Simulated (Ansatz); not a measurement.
Species: GeNH3F, charge 0, doublet. GeNH3F (SMILES [GeH]([F])[NH2], doublet).
B3LYP-D3(BJ)/def2-TZVP minimum from Ansatz (a quantum-chemistry and plane-wave program):
```xyz
6

Ge     0.2880    -0.0293    -0.2746
N     -1.2910    -0.9526     0.0132
F      0.2973     1.0783     1.0987
H      0.0752     0.8693    -1.5473
H     -1.4468    -1.2458     0.9702
H     -1.4840    -1.7229    -0.6150
```
Charge 0, spin multiplicity 2.

Total energies in cc-pVDZ, 19 correlated electrons, 16 frozen orbitals. UHF or UKS for unpaired electrons; spin-orbit terms are left out. Correlated methods leave the cores frozen (noble-gas shells, and filled d and f shells in the p block). No relativity.

| method | program | energy (Eh) | minus CCSDT(Q) (mEh) |
|---|---|---|---|
| HF | Ansatz | -2230.98657 | 477.82 |
| MP2 | Ansatz | -2231.42852 | 35.88 |
| CCSD | Ansatz | -2231.45200 | 12.40 |
| CCSD(T) | Ansatz | -2231.46233 | 2.07 |
| CCSDT(Q) | Ansatz | -2231.46440 | 0.00 |

Rough core times of Ansatz's runs on a shared machine: CCSD(T) under 20 s, CCSDT(Q) 10 min.
